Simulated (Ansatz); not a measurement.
C$_{2}$H$_{7}$BrO$_{2}$Si, singlet, at a GFN2-xTB geometry; Ansatz (a program for electronic structure) with SC-NEVPT2/STO-3G, CASSCF(4,4).

The Ansatz input:
Ansatz 0.2 input:
```yaml
crystal:
  periodic: [false, false, false]
  atoms:
    - {symbol: C, position_ang: [-2.69025172, 0.14424616, 0.20844595]}
    - {symbol: C, position_ang: [-1.57411638, 0.58763501, 1.14931049]}
    - {symbol: Si, position_ang: [0.09925254, 0.74495713, 0.28968432]}
    - {symbol: O, position_ang: [-0.05084093, 1.79279647, -0.92241531]}
    - {symbol: O, position_ang: [1.33586806, 1.24431281, 1.21619137]}
    - {symbol: Br, position_ang: [0.67982616, -1.24437288, -0.53195216]}
    - {symbol: H, position_ang: [-2.79944493, 0.85289281, -0.60890717]}
    - {symbol: H, position_ang: [-2.47360401, -0.83465418, -0.21505766]}
    - {symbol: H, position_ang: [-3.63744220, 0.08209776, 0.74063064]}
    - {symbol: H, position_ang: [-1.83578582, 1.55143464, 1.58785818]}
    - {symbol: H, position_ang: [-1.50301008, -0.12272112, 1.97655745]}
    - {symbol: H, position_ang: [0.70488670, 2.17092409, -1.36505410]}
    - {symbol: H, position_ang: [1.66694106, 0.73551607, 1.94997032]}
basis:
  gaussian:
    orbitals: STO-3G
magnetization: {spin_polarized: false}
correlation: {method: sc_nevpt2, electrons: all, active_space: {window: {electrons: 4, orbitals: 4}}}
```

Output, abridged:

```
Functional definition: HF
663 factors; integrals over basis functions are off by at most 3.9e-5 eV
mean field evaluation 1: about -83180.5484 eV, gradient 2.9e1 eV
mean field evaluation 2: about -83180.7288 eV, gradient 2.9e1 eV
mean field evaluation 4: about -83183.7772 eV, gradient 1.5e0 eV
mean field evaluation 8: about -83183.7884 eV, gradient 1.9e-5 eV
mean field -83183.78842803 eV, -3056.9478407330 hartree, gradient 1.1e-6 eV, S^2 0.000000; 0 other end points of the search recorded, 0 dependent functions left out
reference -83183.78842803 eV, -3056.9478407330 hartree; 42, 42 occupied and 12, 12 virtual orbitals, 663 factors
state -83184.36535885 eV, -3056.9690425497 hartree
state -83184.36535885 eV, -3056.9690425497 hartree; corrected -83189.61015601 eV, -3057.1617852902 hartree
Total energy: -83189.61015601 eV, -3057.1617852902 hartree
```
